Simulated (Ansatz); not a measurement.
Reactions of C2H3AlO2 (`C=[C]1[O][Al]1[OH]`).

Isolated molecules relaxed with PBE0-D4/def2-TZVP in Ansatz; ΔE leaves out vibrations. CCSD(T)/CBS is the MP2 limit (def2-TZVPP, def2-QZVPP) plus CCSD(T) − MP2 in def2-TZVPP, frozen cores. This one scheme is used for every species, atoms too. DFT in def2-TZVPP. No spin–orbit coupling; open shells (•) take unrestricted orbitals. Spin–orbit coupling would lower the free atoms: a little for Al, C, O. One conformer a species, not always the lowest.

| reaction | CCSD(T)/CBS(def2) (kcal/mol) |
| --- | --- |
| `C=[C]1[O][Al]1[OH]` + CH₄ → `C=[C]1[O][Al]1[CH3]` + H₂O | 28.4 |
| `C=[C]1[O][Al]1[OH]` → Al• + 2 C• + 3 H• + 2 O• | 783.4 |
| `C=[C]1[O][Al]1[OH]` + H₂ → `C=[C]1[O][AlH]1` + H₂O | ? |
| `C=[C]1[O][Al]1[OH]` → `C#[C][Al]([OH])[OH]` | -42.2 |
| `C=[C]1[O][Al]1[OH]` + `C=N` → `C=[N][Al]1[O][C]1=C` + H₂O | 15.3 |

(1) Fill in the missing values. (Estimate.)

Largest T1 diagnostic: 0.018, for Al•.

Results:

(1) The calculation gave: `C=[C]1[O][Al]1[OH]` + H₂ → `C=[C]1[O][AlH]1` + H₂O: +24.9 kcal/mol.
